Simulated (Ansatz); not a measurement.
This Ansatz (an electronic-structure program) input (PBE/def2-SVP) gives -204.76969 Eh with 42 basis functions. A basis named .json is the Basis Set Exchange file of that set (core-valence sets with the plain set on hydrogen).

Ansatz 0.2 input:
```yaml
crystal:
  periodic: [false, false, false]
  atoms:
    - {symbol: O, position_ang: [0.84597041, -0.68243539, -0.03783429]}
    - {symbol: N, position_ang: [0.21645173, 0.40634314, -0.02885563]}
    - {symbol: O, position_ang: [-1.03536567, 0.32688515, 0.06308297]}
basis:
  gaussian:
    orbitals: def2-SVP
hamiltonian:
  xc: {name: PBE}
total_charge: -1
magnetization: {spin_polarized: false}
```

Change:
```diff
- orbitals: def2-SVP
+ orbitals: 6-31+G_.json
```

Q: What does the run give now?

A: -204.97727 Eh (PBE/6-31+G*, 57 functions), a change of -207.58 mEh.
